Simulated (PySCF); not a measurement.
**A PySCF run on VBr**

State: ⁵Δ (quintet), unpaired electrons σ ↑, π ↑↑, δ ↑.

An equivalent input (the run itself took its basis sets from the Basis Set Exchange, started from a PBE0 density and held the occupation σ 14α 13β, πx 7α 6β, πy 7α 6β, δx 2α 1β, δy 1α 1β):

```python
from pyscf import gto, dft
mol = gto.M(atom='V 0 0 0; Br 0 0 2.387', basis={'V': 'def2-TZVPP', 'Br': 'def2-TZVPP'},
            charge=0, spin=4, verbose=4, symmetry='C2v')
mf = dft.UKS(mol, xc='HYB_MGGA_XC_R2SCANH')
mf.grids.atom_grid = (80, 434)
mf.grids.prune = dft.gen_grid.treutler_prune
mf.irrep_nelec = {'A1': (16, 14), 'A2': (1, 1), 'B1': (7, 6), 'B2': (7, 6)}
mf.conv_tol = 1e-9
mf.max_cycle = 60
mf.diis_space = 10
mf.kernel()
```

The log (some set-up lines and the per-cycle HOMO/LUMO lines removed):

```
******** <class 'pyscf.dft.uks_symm.SymAdaptedUKS'> ********
method = SymAdaptedUKS
damping factor = 0
level_shift factor = 0
DIIS = <class 'pyscf.scf.diis.CDIIS'>
diis_start_cycle = 1
diis_space = 10
diis_damp = 0
SCF conv_tol = 1e-09
SCF conv_tol_grad = None
SCF max_cycles = 60
number electrons alpha = 31  beta = 27
Set gradient conv threshold to 3.16228e-05
init E= -3518.1074459629
cycle= 1 E= -3518.10845628286  delta_E= -0.00101  |g|= 0.0202  |ddm|= 0.0919
cycle= 2 E= -3518.10805133972  delta_E= 0.000405  |g|= 0.0376  |ddm|= 0.041
cycle= 3 E= -3518.10860205345  delta_E= -0.000551  |g|= 0.00812  |ddm|= 0.0367
cycle= 4 E= -3518.10862887739  delta_E= -2.68e-05  |g|= 0.00306  |ddm|= 0.0067
cycle= 5 E= -3518.10863532393  delta_E= -6.45e-06  |g|= 0.00087  |ddm|= 0.0073
cycle= 6 E= -3518.10863586955  delta_E= -5.46e-07  |g|= 0.000246  |ddm|= 0.00213
cycle= 7 E= -3518.10863591007  delta_E= -4.05e-08  |g|= 4.49e-05  |ddm|= 0.000502
cycle= 8 E= -3518.10863591167  delta_E= -1.6e-09  |g|= 1.28e-05  |ddm|= 9.86e-05
cycle= 9 E= -3518.10863591176  delta_E= -9e-11  |g|= 4.64e-06  |ddm|= 2.14e-05
Extra cycle  E= -3518.10863591176  delta_E= 1.36e-12  |g|= 5.63e-06  |ddm|= 9.64e-06
converged SCF energy = -3518.10863591176  <S^2> = 6.0155896  2S+1 = 5.0062319
```

Repeating this along the bond gives Re = 2.379 Å and ωe = 307 cm⁻¹.

A point of this curve took 5.3 CPU seconds beside 1.5 for the integrals, on Arm Neoverse V2 (shared host).

Spin–orbit coupling is left out. The state is the lowest single determinant that the PBE0 search found; with open d or f shells the true ground state can be another one.
